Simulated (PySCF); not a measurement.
# RbI at TPSSh

Level: TPSSh. basis Rb def2-TZVPP with ECP28, I def2-TZVPP with ECP28; scalar-relativistic core potentials; PySCF 2.14.

For RbI, the state is ¹Σ⁺ (singlet), closed shell, the bond length is 3.243 Å and the harmonic wavenumber is 132 cm⁻¹. The force constant is 0.524 mdyn/Å, the rotational constant Be is 0.03151 cm⁻¹ and the anharmonicity ωexe is 0.330 cm⁻¹. The vibration–rotation constant αe is 0.000109 cm⁻¹ and the well depth De to Rb + I is 80.8 kcal/mol. The dissociation energy D0 is 80.6 kcal/mol and the HOMO–LUMO gap is 3.04 eV. The bond order (Mayer) is 0.48 and the dipole moment (positive dipole means Rb(−)I(+)) is -11.75 D.

Spin–orbit coupling is left out, which matters for elements this heavy, above all for dissociation energies.
